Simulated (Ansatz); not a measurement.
System: C6H12S, charge 0, multiplicity 1. 
Coordinates optimised at B3LYP-D3(BJ)/def2-TZVP (Ansatz, an electronic-structure program):
```xyz
19

C     -2.1505    -0.7092     0.2910
C     -1.8717     0.7591    -0.0308
C     -0.4356     1.1514     0.3292
C      0.5787     0.2318    -0.3504
C      0.3035    -1.2373    -0.0302
C     -1.1338    -1.6258    -0.3896
S      2.3115     0.7146     0.0040
H     -2.0982    -0.8562     1.3756
H     -3.1653    -0.9775    -0.0124
H     -2.0337     0.9312    -1.1007
H     -2.5749     1.4068     0.4982
H     -0.2362     2.1882     0.0550
H     -0.2999     1.0803     1.4140
H      0.5099     0.3735    -1.4340
H      1.0197    -1.8705    -0.5556
H      0.4669    -1.3980     1.0412
H     -1.2618    -1.5633    -1.4760
H     -1.3142    -2.6678    -0.1148
H      2.2600     0.4992     1.3300
```

Property: atomisation energy (electronic, to ground-state atoms); the coupled-cluster value holds the core correlation from cc-pwCVTZ, in eV. Valence correlation only, unless marked. Open shells are spin-unrestricted. No spin-orbit coupling. Non-relativistic. CBS marks a two-point X^-3 extrapolation of the correlation energy; Hartree-Fock from the larger set. [CCSD(T)-MP2]/basis is that difference in the basis named.

Level to compare with: RI-MP2/CBS(aug-cc-pV(T+d)Z,aug-cc-pV(Q+d)Z)+[CCSD(T)-MP2]/aug-cc-pV(T+d)Z plus the core term (Ansatz), 79.40 eV. It is a level with limits of its own, and the differences hold the functionals' basis error too.

Task: Rank these functionals by how close they come to RI-MP2/CBS(aug-cc-pV(T+d)Z,aug-cc-pV(Q+d)Z)+[CCSD(T)-MP2]/aug-cc-pV(T+d)Z, closest first: SVWN5/def2-TZVPD (Ansatz); HSE06/def2-TZVPD (Ansatz); BLYP/def2-TZVPD (Ansatz).

Result: HSE06/def2-TZVPD (screened hybrid, 79.47 eV, difference 0.07), BLYP/def2-TZVPD (GGA, 77.34 eV, difference -2.06), SVWN5/def2-TZVPD (LDA, 90.14 eV, difference 10.74)
